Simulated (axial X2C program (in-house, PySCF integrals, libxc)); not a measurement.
## Levels of AuF⁻ by electron attachment to AuF (EOM-EA-CCSD)

Calculated with an axial X2C code built on PySCF integrals: two-component X2C with atomic mean-field Coulomb and Gaunt terms, Gaussian nuclei, basis Au dyall-acv3z, F dyall-av3z with contracted cores.

R = 1.925 Å (near the PBE0 minimum at charge 0 of the determinant lowest at the starting distance; the state shown can have its own minimum elsewhere).

Hartree–Fock spinors of AuF (one of each Kramers pair; a window near the gap, which can cut inner shells):

| ω | occupied | ε (eV) | character |
| --- | --- | --- | --- |
| 1/2 | yes | -15.73 | 65% F p, 32% Au d |
| 3/2 | yes | -14.41 | 85% Au d, 14% F p |
| 1/2 | yes | -13.14 | 50% Au d, 44% F p, 2% Au p |
| 5/2 | yes | -12.94 | 100% Au d |
| 3/2 | yes | -12.31 | 71% Au d, 24% F p |
| 1/2 | yes | -11.19 | 57% Au d, 23% F p, 17% Au s |
| 1/2 | no | -0.75 | 61% Au s, 26% Au p, 6% Au d |
| 1/2 | no | 0.35 | 99% Au p |
| 3/2 | no | 0.36 | 99% Au p |
| 1/2 | no | 0.43 | 94% Au p, 5% Au s |
| 1/2 | no | 1.01 | 84% Au s, 10% Au p, 3% Au d |
| 1/2 | no | 1.47 | 88% Au p, 7% Au d, 5% F p |

Levels of AuF⁻ obtained by attaching an electron to AuF:

| Ω | binding energy (eV) | above lowest (cm⁻¹) | attached spinor | one-particle weight |
| --- | --- | --- | --- | --- |
| 1/2 | 1.656 | 0 | 59% Au sσ, 24% Au pσ, 7% F pσ | 0.95 |
| 1/2 | -0.322 | 15950 | 98% Au pπ | 1.00 |
| 3/2 | -0.331 | 16026 | 99% Au pπ | 1.00 |
| 1/2 | -0.362 | 16275 | 88% Au pσ, 10% Au sσ | 1.00 |
| 1/2 | -0.841 | 20139 | 83% Au sσ, 13% Au pσ | 0.99 |
| 1/2 | -1.215 | 23156 | 88% Au pπ, 6% Au dπ | 0.98 |

Q: What is the splitting of the first π pair in the table, and is it regular or inverted?

A: E(3/2) − E(1/2) = 16026 − 15950 = 76 cm⁻¹ at EOM-EA-CCSD: regular, Ω = 1/2 lower. Splittings at this level can be off by ten to twenty per cent.

Negative binding energies belong to unbound states, resonances or levels that the basis set holds; within some tenths of an eV of zero the sign is not settled.

This point took 27 s on 1 thread of Arm Neoverse V2, with other jobs on the host.

Reference electrons by ω block (each with its −ω partner): 1/2: 25, 3/2: 13, 5/2: 5, 7/2: 1. 18 electrons of AuF correlated (inner shells frozen), 84 natural virtual spinors (a truncated set); levels can be off by some tenths of an eV. Roots sought by Ω: (1/2: 5, 3/2: 4, 5/2: 2, 7/2: 1); rows need 60 % one-particle weight and stop where some Ω has no more roots. Missing are any skipped roots, higher Ω and states of a further excitation; these come out far too high here and may in truth be low or lowest. T1 of the reference 0.034 (Lee–Taylor). Number of frozen shells: Au 5 s, 4 p, 2 d, 1 f; F 1 s. Large amplitudes in the reference (orbital relaxation or multireference character) lower the reliability.
